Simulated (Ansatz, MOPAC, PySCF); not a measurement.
Pair of molecules: H2O (SMILES O) (first 3 atoms) with HF (SMILES F); geometry from B3LYP-D3(BJ)/def2-TZVP, rigid monomers moved along the line of their centres of mass till O1···H5 is 1.52 Å.
(charge 0, multiplicity 1):
| atom | x (Å) | y (Å) | z (Å) |
|---|---|---|---|
| O | -0.0849 | -0.2722 | 0.3220 |
| H | 0.7239 | -0.7519 | 0.1114 |
| H | -0.1109 | 0.4892 | -0.2683 |
| F | -0.2540 | 0.3422 | 2.7031 |
| H | -0.2236 | 0.0849 | 1.7948 |

Counterpoise-corrected where a basis set is named; no monomer relaxation. Rows marked so take none.

Rows in 6-31G* carry no dispersion term and start afresh at each structure (6-31G* with six Cartesian d functions). MP2/6-31G* freezes PySCF's default core. The state that PM7 reach isn't checked; PM7 holds dispersion and hydrogen-bond terms.

Run with Ansatz (a first-principles code) with Gaussian orbitals; MOPAC for PM7 (differences of heats of formation); PySCF for 6-31G* rows, the dispersion terms. Each number belongs to the level named beside it.

### Question
One of these levels gives -8.51 kcal/mol for the interaction energy. Name it.
A. HF/6-31G* (no counterpoise)
B. PM7
C. MP2/6-31G*
D. B3LYP-D4/def2-TZVPPD

### Answer
D, B3LYP-D4/def2-TZVPPD. The others give -1.29 (PM7), -7.61 (HF/6-31G* (no counterpoise)), -6.37 (MP2/6-31G*)
